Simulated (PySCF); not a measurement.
Species: C5H9ClSi.
Numbering: `[Cl:1][CH2:2][C@H:3]1[CH:4]=[CH:5][CH2:6][SiH2:7]1` (hydrogens: H8, H9 on C2; H10 on C3; H11 on C4; H12 on C5; H13, H14 on C6; H15, H16 on Si7)

Cartesian coordinates in Å at the GFN2-xTB level; atoms count from 1:
```xyz
16
C5H9ClSi angstrom
Cl     1.2710   -0.9595    1.8832
C      1.9503   -0.3469    0.3548
C      0.8366    0.1839   -0.5308
C     -0.0792   -0.9329   -0.9501
C     -1.3362   -0.9190   -0.5434
C     -1.8171    0.2185    0.3062
Si    -0.3384    1.4171    0.3556
H      2.6607    0.4368    0.6189
H      2.4802   -1.1831   -0.1063
H      1.3195    0.6126   -1.4150
H      0.3325   -1.7322   -1.5507
H     -2.0365   -1.7021   -0.7979
H     -2.0959   -0.1534    1.2935
H     -2.7197    0.6565   -0.1215
H     -0.5462    2.5963   -0.4930
H      0.1109    1.8163    1.6850
```

The calculation used TDDFT CAM-B3LYP/def2-SVPD, vertical, gas phase, core orbitals frozen in the response (PySCF 2.14.0, density-fitted response routines).

Orbital energies (eV): HOMO-3 -9.95, HOMO-2 -9.85, HOMO-1 -9.50, HOMO -8.56, LUMO 1.02, LUMO+1 1.26, LUMO+2 1.63.

Computed singlets:

```json
{"state": "S1", "E (eV)": "6.86", "f": "0.097"}
{"state": "S2", "E (eV)": "6.98", "f": "0.0072"}
{"state": "S3", "E (eV)": "7.26", "f": "0.015"}
{"state": "S4", "E (eV)": "7.35", "f": "0.027"}
{"state": "S5", "E (eV)": "7.42", "f": "0.014"}
{"state": "S6", "E (eV)": "7.50", "f": "0.029"}
{"state": "S7", "E (eV)": "7.62", "f": "0.0096"}
{"state": "S8", "E (eV)": "7.87", "f": "0.0037"}
```

Assign a leading configuration to S1 and S2 and set E beside the orbital difference Δε.

```csv
state,leading configuration,weight,Δε (eV),E (eV),E − Δε (eV),f,other configurations
S1,HOMO→LUMO,0.86,9.58,6.86,-2.72,0.097,–
S2,HOMO→LUMO+1,0.70,9.81,6.98,-2.83,0.0072,H→L+2 (9%)
```

E − Δε runs from -2.83 to -2.72 eV. Among themselves, these states come in the order of their orbital differences.

H and L stand for HOMO and LUMO. The other states: S3 7.26 eV, f 0.015, H-1→L (44%), H→L+2 (18%), H-1→L+3 (8%); S4 7.35 eV, f 0.027, H→L+2 (43%), H-1→L (22%); S5 7.42 eV, f 0.014, H-1→L+2 (23%), H-2→L (14%), H→L+3 (12%); S6 7.50 eV, f 0.029, H→L+3 (32%), H-2→L (14%), H-2→L+2 (14%); S7 7.62 eV, f 0.0096, H→L+3 (34%), H→L+2 (18%); S8 7.87 eV, f 0.0037, H→L+5 (40%), H→L+4 (16%).

Triplets (Tamm–Dancoff): T1 4.45 eV, H→L+3 (33%), H→L (29%), H→L+2 (21%); T2 6.69 eV, H-1→L (17%), H-1→L+2 (10%), H-3→L+2 (9%); T3 6.84 eV, H-2→L+2 (22%), H-2→L (17%), H-2→L+1 (9%).

Summed over the main configurations (up to three a state, each over 8%) of all 8 singlets, the electron leaves HOMO with weight 3.78, HOMO-1 with weight 0.98 and HOMO-2 with weight 0.43.

One conformer stands for the species.
